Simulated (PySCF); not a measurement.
**How methods differ on the ionisation energy of Ti**

Ti [Ar] 3d2 4s2 (3F) → Ti⁺ [Ar] 3d2 4s1 (4F), as a difference of total energies. Calculation: PySCF 2.14, in dyall-av2z; no relativity, point nucleus. Correlated levels: valence: [Ar] frozen; virtual orbitals above 40 to 60 times the deepest correlated orbital energy dropped. The calculations carry no spin-orbit coupling.

```json
{"method": "UHF", "ionisation energy (eV)": "5.527"}
{"method": "LDA", "ionisation energy (eV)": "6.894"}
{"method": "PBE", "ionisation energy (eV)": "6.661"}
{"method": "PBE0", "ionisation energy (eV)": "6.541"}
{"method": "r2SCAN", "ionisation energy (eV)": "6.369"}
{"method": "B3LYP", "ionisation energy (eV)": "6.830"}
{"method": "wB97X-V", "ionisation energy (eV)": "6.597"}
{"method": "TPSS", "ionisation energy (eV)": "6.534"}
{"method": "PW91", "ionisation energy (eV)": "6.701"}
{"method": "MP2 (valence)", "ionisation energy (eV)": "6.291"}
{"method": "SCS-MP2 (valence)", "ionisation energy (eV)": "6.451"}
```

Task: How much does correlation contribute at MP2 (valence)?

Result: 6.291 − (5.527) = 0.764 eV, measured against UHF.

These non-relativistic numbers lack the scalar-relativistic shift.

Errors of the correlated levels include the incompleteness of this basis and the frozen core.

MP2 underrates the near-degeneracy of ns² with np² in the lower species.

For comparison: 6.828 eV (measured; NIST levels, between the centres of gravity of the two terms).
